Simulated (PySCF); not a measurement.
SMILES [CH]1CC[SiH2]1, doublet at its PBE0/def2-SVP optimised geometry (Å):

```
11

C     -0.4602    -1.0214     1.6389
C      1.0249    -0.9108     1.4107
C      1.0580    -0.2450     0.0000
Si    -0.8499    -0.2450     0.0000
H     -0.9351    -1.4446     2.5284
H      1.5364    -1.8937     1.4348
H      1.5325    -0.3021     2.1854
H      1.5391     0.7441    -0.0133
H      1.5376    -0.8648    -0.7718
H     -1.5383     1.0882     0.0000
H     -1.5391    -1.0882    -1.0320
```

Level of theory: unrestricted PBE0/def2-TZVP (PySCF).

Map of the log10 of the electron density (e/bohr³), floored at −4 on the plane z = 1.0 Å:

```
|000000000000000000000000000|
|000000000000000000000000000|
|000000000000000000000000000|
|000000000000000000000000000|
|000000000000000000000000000|
|000000111111000000000000000|
|000001223322100001100000000|
|000012344433211122221000000|
|000123445544322233332100000|
|000123455554433344443210000|
|000124556665544455554321000|
|000124556666555566654321000|
|000123556777666677665421000|
|000123566788777788765431000|
|000123567888888899876432000|
|000123567899988999976532000|
|000023467899989999976532000|
|000013457889988999976532000|
|000012456788887889886532000|
|000012345677776788886532000|
|000001234556655677776431000|
|000000123444444556665421000|
|000000012233333344544310000|
|000000001122222233332100000|
|000000000000000111211000000|
|000000000000000000000000000|
|000000000000000000000000000|
```
Scale: ten equal steps from -4.00 (start of '0') to -0.581 (end of '9'), in the order '0123456789'; x runs from -4.00 to 4.00, y from -4.00 (bottom) to 4.00 (top).
